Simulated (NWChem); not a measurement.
System: CH₄ClFOSi; SMILES CO[Si@H](F)Cl

```xyz
9

C     -0.9206     2.0492    -0.4789
O     -0.1257     1.4445     0.5332
Si     0.5225    -0.0698     0.4927
F      1.7240    -0.1648    -0.6047
Cl    -0.9050    -1.4494    -0.0912
H     -1.7105     1.3576    -0.8450
H     -0.2977     2.3657    -1.3432
H     -1.4070     2.9464    -0.0477
H      1.0612    -0.3690     1.8402
```
Atoms are numbered in this order, from 1.

Level: PBE-D3(BJ)/def2-SVP (NWChem), optimised geometry, unscaled harmonic frequencies. 

Problem. List the harmonic frequencies with IR intensities, and the thermochemistry.

Solution. 
```csv
frequency (cm⁻¹),IR intensity (km/mol)
69,2.9
93,0.1
149,8.6
237,3.0
283,14.7
391,27.7
540,73.4
739,2.0
797,86.0
814,178.3
913,175.0
1123,152.0
1135,4.0
1174,144.0
1420,2.7
1422,5.7
1426,4.4
2284,80.1
2947,51.8
3029,22.5
3064,18.0
```

* **zero-point energy**: 34.4 kcal/mol
* **thermal correction to the enthalpy at 298.15 K (with zero-point energy)**: 39.3 kcal/mol
* **heat capacity Cv**: 21.5 cal/(mol K)
* **entropy at 298.15 K and 1 atm (symmetry number 1)**: 83.8 cal/(mol K)
* **dipole moment**: 1.35 D

Rigid rotor and harmonic oscillator; modes under 100 cm⁻¹ make the entropy uncertain.
